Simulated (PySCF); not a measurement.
# Vibration and rotation of CoH

ROHF-CCSD(T) constants of CoH, triplet, unpaired electrons π ↑, δ ↑ (basis Co def2-TZVPPD, H def2-TZVPPD; no relativity; PySCF 2.14; masses 58.9332 and 1.0078 u):

* ωe: 1853.3 cm⁻¹
* ωexe: 39.1 cm⁻¹
* Be: 7.4508 cm⁻¹
* αe: 0.251 cm⁻¹
* D (centrifugal): 0.000482 cm⁻¹
* De to Co (3d7 4s2) + H: 2.27 eV

(1) Give the vibrational terms G(v) and spacings up to v = 5.

(2) How well does the Morse estimate ωe²/(4ωexe) reproduce De, and what is D0?

Correlated steps freeze 5 core orbitals. The CCSD T1 diagnostic is raised, a sign that a single reference may not be enough here. With d or f electrons several states lie close, and the lowest PBE0 determinant need not be the measured ground state.

## Answers

(1) G(v) = ωe(v+½) − ωexe(v+½)².

```
v  G(v) (cm⁻¹)  G(v) − G(v−1)  Bv (cm⁻¹)
0          917                     7.325
1         2692           1775      7.074
2         4389           1697      6.823
3         6008           1619      6.572
4         7548           1541      6.321
5         9010           1462      6.070
```

(2) It gives 2.72 eV, 120 % of the computed De. D0 = De − G(0) = 2.27 − 0.11 = 2.16 eV.
